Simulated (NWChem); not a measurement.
System: CH4AlFO; SMILES [AlH]([F])[O]C

The following NWChem deck was run.

```
start job
memory heap 200 mb stack 900 mb global 1100 mb
geometry units angstroms
  Al    -0.489705     0.433767     0.389917
  H     -1.915930     0.471352     0.829281
  F      0.479498     1.689776     0.839784
  O      0.014733    -0.848528    -0.500044
  C      0.367160    -1.982035    -1.244765
  H      0.109214    -1.829791    -2.294799
  H      1.440757    -2.162768    -1.163212
  H     -0.172050    -2.853357    -0.867708
end
basis spherical
  * library def2-svp
end
dft
  xc pbe0
  iterations 150
end
driver
  maxiter 120
end
task dft optimize
task dft freq
```

NWChem printed, in part:

```
             Northwest Computational Chemistry Package (NWChem) 7.3.0
             --------------------------------------------------------

 C1  symmetry detected

                             Geometry "geometry" -> ""
                             -------------------------

 Output coordinates in angstroms (scale by  1.889725989 to convert to a.u.)

  No.       Tag          Charge          X              Y              Z
 ---- ---------------- ---------- -------------- -------------- --------------
    1 Al                  13.0000    -0.47115788     0.70910920    -0.00005833
    2 H                    1.0000    -1.93201059     1.01631816     0.01009686
    3 F                    9.0000     0.57544292     1.98344037     0.00039267
    4 O                    8.0000    -0.00904392    -0.86480016    -0.00542316
    5 C                    6.0000     0.30084557    -2.23138478     0.00277799
    6 H                    1.0000     0.27134096    -2.62360534    -1.01583787
    7 H                    1.0000     1.29974045    -2.38472899     0.41584022
    8 H                    1.0000    -0.42572675    -2.77065679     0.61384246

 Effective nuclear repulsion energy (a.u.)     156.4529996202

                                Z-matrix (autoz)
                                --------

 Units are Angstrom for bonds and degrees for angles

      Type          Name      I     J     K     L     M      Value
      ----------- --------  ----- ----- ----- ----- ----- ----------
    1 Stretch                  1     2                       1.49284
    2 Stretch                  1     3                       1.64903
    3 Stretch                  1     4                       1.64036
    4 Stretch                  4     5                       1.40130
    5 Stretch                  5     6                       1.09192
    6 Stretch                  5     7                       1.09175
    7 Stretch                  5     8                       1.09184
    8 Bend                     1     5     6               109.85840
    9 Bend                     1     5     7               111.62581
   10 Bend                     1     5     8               108.01457
   11 Bend                     2     1     3               117.51932
   12 Bend                     2     1     4               118.23921
   13 Bend                     3     1     4               124.24107
   14 Bend                     4     5     6               109.80794
   15 Bend                     4     5     7               109.96984
   16 Bend                     4     5     8               109.74209
   17 Bend                     5     1     2               116.58540
   18 Bend                     5     1     3               125.89334
   19 Bend                     6     5     7               109.10003
   20 Bend                     6     5     8               109.06841
   21 Bend                     7     5     8               109.13134
   22 Torsion                  2     1     5     6          83.29517
   23 Torsion                  2     1     5     7        -155.54434
   24 Torsion                  2     1     5     8         -35.56751
   25 Torsion                  1     2     4     5         179.07671
   26 Torsion                  3     1     5     6         -97.22546
   27 Torsion                  3     1     5     7          23.93503
   28 Torsion                  3     1     5     8         143.91187
   29 Torsion                  1     3     4     5        -178.75082
   30 Torsion                  3     2     1     4         179.78263
   31 Torsion                  2     3     1     4        -179.76836
   32 Torsion                  1     4     6     5        -172.78337
   33 Torsion                  1     4     7     5         175.78543
   34 Torsion                  1     4     8     5         176.90283

                           NWChem Geometry Optimization
                           ----------------------------

 maximum gradient threshold         (gmax) =   0.000450
 rms gradient threshold             (grms) =   0.000300
 maximum cartesian step threshold   (xmax) =   0.001800
 rms cartesian step threshold       (xrms) =   0.001200
 fixed trust radius                (trust) =   0.300000
 source of zmatrix                         =   autoz

          -------------------
          Energy Minimization
          -------------------

 Using diagonal initial Hessian
 Scaling for Hessian diagonals: bonds = 1.00  angles = 0.25  torsions = 0.10

          --------
          Step   0

                                 NWChem DFT Module
                                 -----------------

 Summary of "ao basis" -> "ao basis" (spherical)
 ------------------------------------------------------------------------------
       Tag                 Description            Shells   Functions and Types
 ---------------- ------------------------------  ------  ---------------------
 Al                         def2-svp                 8       18   4s3p1d
 H                          def2-svp                 3        5   2s1p
 F                          def2-svp                 6       14   3s2p1d
 O                          def2-svp                 6       14   3s2p1d
 C                          def2-svp                 6       14   3s2p1d

            General Information
            -------------------
          SCF calculation type: DFT
          Wavefunction type:  closed shell.
          No. of atoms     :     8
          No. of electrons :    40
           Alpha electrons :    20
            Beta electrons :    20
          Charge           :     0
          Spin multiplicity:     1
          Use of symmetry is: off; symmetry adaption is: off
          Maximum number of iterations: 150
          AO basis - number of functions:    80
                     number of shells:    38
          Convergence on energy requested:  1.00D-06
          Convergence on density requested:  1.00D-05
          Convergence on gradient requested:  5.00D-04

              XC Information
              --------------
                         PBE0 Method XC Functional
                     Hartree-Fock (Exact) Exchange  0.250
          PerdewBurkeErnzerhof Exchange Functional  0.750
            Perdew 1991 LDA Correlation Functional  1.000 local
           PerdewBurkeErnz. Correlation Functional  1.000 non-local

             Grid Information
             ----------------
          Grid used for XC integration:  medium
          Radial quadrature: Mura-Knowles
          Angular quadrature: Lebedev.
          Tag              B.-S. Rad. Rad. Pts. Rad. Cut. Ang. Pts.
          ---              ---------- --------- --------- ---------
          Al                  1.25       88          10.0       590
          H                   0.35       45          12.0       434
          F                   0.50       49          12.0       434
          O                   0.60       49           8.0       434
          C                   0.70       49          11.0       434
          Grid pruning is: on
          Number of quadrature shells:   415
          Spatial weights used:  Erf1

      Superposition of Atomic Density Guess
      -------------------------------------

 Sum of atomic energies:        -455.39700901

      Non-variational initial energy
      ------------------------------

 Total energy =    -456.513758
 1-e energy   =    -941.560972
 2-e energy   =     328.594214
 HOMO         =      -0.398351
 LUMO         =       0.001802

[...]

      ----------------------
      Optimization converged
      ----------------------

  Step       Energy      Delta E   Gmax     Grms     Xrms     Xmax
  ---- ---------------- -------- -------- -------- -------- --------
@   35    -457.52953842  4.4D-08  0.00000  0.00000  0.00064  0.00169
                                     ok       ok       ok       ok

                                Z-matrix (autoz)
                                --------

 Units are Angstrom for bonds and degrees for angles

      Type          Name      I     J     K     L     M      Value     Gradient
      ----------- --------  ----- ----- ----- ----- ----- ---------- ----------
    1 Stretch                  1     2                       1.56435   -0.00000
    2 Stretch                  1     3                       1.66409    0.00000
    3 Stretch                  1     4                       1.67991    0.00000
    4 Stretch                  4     5                       1.38857    0.00000
    5 Stretch                  5     6                       1.10413    0.00000
    6 Stretch                  5     7                       1.10512    0.00000
    7 Stretch                  5     8                       1.10413   -0.00000
    8 Bend                     1     5     6               119.52800   -0.00000
    9 Bend                     1     5     7                92.92679    0.00000
   10 Bend                     1     5     8               119.47698   -0.00000
   11 Bend                     2     1     3               119.98193   -0.00000
   12 Bend                     2     1     4               120.02609    0.00000
   13 Bend                     3     1     4               119.99198   -0.00000
   14 Bend                     4     5     6               110.53193   -0.00000
   15 Bend                     4     5     7               112.82011    0.00000
   16 Bend                     4     5     8               110.53762    0.00000
   17 Bend                     5     1     2               136.36136    0.00000
   18 Bend                     5     1     3               103.65671   -0.00000
   19 Bend                     6     5     7               107.72634    0.00000
   20 Bend                     6     5     8               107.28494    0.00000
   21 Bend                     7     5     8               107.72435   -0.00000
   22 Torsion                  2     1     5     6          67.64612   -0.00000
   23 Torsion                  2     1     5     7         179.93871   -0.00000
   24 Torsion                  2     1     5     8         -67.78570   -0.00000
   25 Torsion                  1     2     4     5           0.08046    0.00000
   26 Torsion                  3     1     5     6        -112.35961   -0.00000
   27 Torsion                  3     1     5     7          -0.06702   -0.00000
   28 Torsion                  3     1     5     8         112.20857   -0.00000
   29 Torsion                  1     3     4     5        -179.98816   -0.00000
   30 Torsion                  3     2     1     4        -179.99926   -0.00000
   31 Torsion                  2     3     1     4         179.99926    0.00000
   32 Torsion                  1     4     6     5         105.89166    0.00000
   33 Torsion                  1     4     7     5         179.94135   -0.00000
   34 Torsion                  1     4     8     5        -106.00294    0.00000

                         Geometry "geometry" -> "geometry"
                         ---------------------------------

 Output coordinates in angstroms (scale by  1.889725989 to convert to a.u.)

  No.       Tag          Charge          X              Y              Z
 ---- ---------------- ---------- -------------- -------------- --------------
    1 Al                  13.0000    -0.58605152     0.62580201     0.01713350
    2 H                    1.0000    -1.94128553     1.38792570    -0.15517247
    3 F                    9.0000     0.81502858     1.47574849     0.30657324
    4 O                    8.0000    -0.54461330    -1.05018138    -0.08992953
    5 C                    6.0000     0.29243050    -2.15627373    -0.02643712
    6 H                    1.0000     0.25752869    -2.72318312    -0.97327324
    7 H                    1.0000     1.34664421    -1.88556836     0.16499581
    8 H                    1.0000    -0.03025087    -2.84057794     0.77774063

 Effective nuclear repulsion energy (a.u.)     157.2363343998

                Final and change from initial internal coordinates
                --------------------------------------------------

                                Z-matrix (autoz)
                                --------

 Units are Angstrom for bonds and degrees for angles

[...]

 Rotational Constants
 --------------------
 A=   0.486283 cm-1  (  0.699638 K)
 B=   0.112796 cm-1  (  0.162285 K)
 C=   0.093172 cm-1  (  0.134050 K)

 Temperature                      =   298.15K
 frequency scaling parameter      =   1.0000

 Zero-Point correction to Energy  =   32.466 kcal/mol  (  0.051738 au)
 Thermal correction to Energy     =   36.253 kcal/mol  (  0.057773 au)
 Thermal correction to Enthalpy   =   36.845 kcal/mol  (  0.058717 au)

 Total Entropy                    =   77.840 cal/mol-K
   - Translational                =   38.960 cal/mol-K (mol. weight =  78.0061)
   - Rotational                   =   25.249 cal/mol-K (symmetry #  =        1)
   - Vibrational                  =   13.631 cal/mol-K

 Cv (constant volume heat capacity) =   17.785 cal/mol-K
   - Translational                  =    2.979 cal/mol-K
   - Rotational                     =    2.979 cal/mol-K
   - Vibrational                    =   11.826 cal/mol-K

[normal modes left out]

 ----------------------------------------------------------------------------
 Normal Eigenvalue ||           Projected Infra Red Intensities
  Mode   [cm**-1]  || [atomic units] [(debye/angs)**2] [(KM/mol)] [arbitrary]
 ------ ---------- || -------------- ----------------- ---------- -----------
    1       -0.000 ||    0.000002           0.000         0.002       0.000
    2       -0.000 ||    0.000217           0.005         0.211       0.042
    3       -0.000 ||    0.000003           0.000         0.003       0.001
    4        0.000 ||    0.000259           0.006         0.253       0.051
    5        0.000 ||    0.000126           0.003         0.123       0.025
    6        0.000 ||    0.000247           0.006         0.240       0.048
    7       64.519 ||    0.000000           0.000         0.000       0.000
    8       92.490 ||    0.008030           0.185         7.828       1.566
    9      150.354 ||    0.013484           0.311        13.145       2.630
   10      298.604 ||    0.044071           1.017        42.962       8.594
   11      496.128 ||    0.191709           4.423       186.888      37.386
   12      660.695 ||    0.064942           1.498        63.308      12.665
   13      704.673 ||    0.073151           1.688        71.311      14.265
   14      891.731 ||    0.160767           3.709       156.724      31.352
   15     1187.468 ||    0.012901           0.298        12.577       2.516
   16     1191.174 ||    0.000085           0.002         0.083       0.017
   17     1287.255 ||    0.362175           8.356       353.066      70.629
   18     1475.941 ||    0.002477           0.057         2.415       0.483
   19     1478.251 ||    0.003105           0.072         3.027       0.606
   20     1484.409 ||    0.015701           0.362        15.306       3.062
   21     2039.466 ||    0.111928           2.582       109.113      21.828
   22     3014.298 ||    0.088785           2.048        86.552      17.314
   23     3099.071 ||    0.040167           0.927        39.156       7.833
   24     3104.752 ||    0.036350           0.839        35.435       7.089
 ----------------------------------------------------------------------------
```

Level: PBE0/def2-SVP.
